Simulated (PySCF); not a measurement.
# Reading the logs of faulty runs: AlCClH2N

These are calculations, not measurements. They come from PySCF 2.14.0, an open-source quantum chemistry program, on an isolated molecule that a program drew, which may never have been made. The molecule is AlCClH2N (charge 0, doublet), drawn as the SMILES string `[CH2][N]=[Al][Cl]`.

Each row is a Hartree-Fock (HF) and frozen-core CCSD(T) single point in the cc-pV(D+d)Z basis, meant for a local HF minimum. Run 1 is clean. Each other run has one planted mistake out of seven kinds, and not every kind appears here: one electron removed, one electron added, multiplicity raised by two, geometry at a saddle point, minimal basis STO-3G, one bond length entered in bohr, all coordinates scaled. The reference is restricted for singlets and unrestricted otherwise, and also for a bond in bohr. Adding or removing an electron swaps singlet and doublet. Electrons count all cores. HOMO and LUMO are orbital energies over both spins, the gradient is its largest component, and the lowest frequency (negative if imaginary) is given only where the gradient is small. Bond lengths are over the 5 bonds as drawn. T1 is the CCSD diagnostic: over 0.02 (restricted) or 0.045 (unrestricted) a single reference is doubtful.

Geometry of the clean run:
```xyz
6
AlCClH2N, angstrom
C    -2.4747    1.4706    1.9626
N    -1.7178    2.3767    1.5810
Al   -0.6713    3.6915    1.1375
Cl    0.1488    3.6702   -0.8292
H    -2.1058    0.5611    2.4511
H    -3.5622    1.5168    1.8319
```

```
run  electrons  basis functions  <S^2>  HOMO (eV)  LUMO (eV)  gradient (hartree/bohr)  lowest frequency (cm^-1)  mean bond (Å)  longest bond (Å)      T1  HF (hartree)  CCSD(T) (hartree)                          mistake
  1         45               84  0.766      -8.85       0.87                  9.6e-06                        98         1.4605             2.131  0.0181    -794.96250         -795.47859                         no fault
  2         45               84  1.557      -9.05       0.69                  3.8e-02                         -         1.6556             2.131  0.0512    -794.85065         -795.36660  one bond length entered in bohr
  3         45               30  0.885      -6.44       5.35                  3.3e-02                         -         1.4605             2.131  0.0373    -785.92951         -786.09770             minimal basis STO-3G
  4         44               84  0.000     -15.18      -7.27                  6.2e-02                         -         1.4605             2.131  0.0203    -794.66534         -795.18240             one electron removed
  5         46               84  0.000      -0.79       7.26                  5.5e-02                         -         1.4605             2.131  0.0157    -794.95886         -795.50832                                ?
```

**Which mistake was planted in run 5, and what did it cost?**

It counts 46 electrons, one more than the clean run, at the same geometry and basis. So the mistake is: one electron added. Subtracting run 1 and multiplying by 627.51 kcal/mol a hartree, the energy moved by 2.3 kcal/mol in HF and -18.7 kcal/mol in CCSD(T).

Cautions from the logs. Run 2: T1 is over the limit, so its CCSD(T) energy is less reliable; run 4: T1 is over the limit, so its CCSD(T) energy is less reliable.
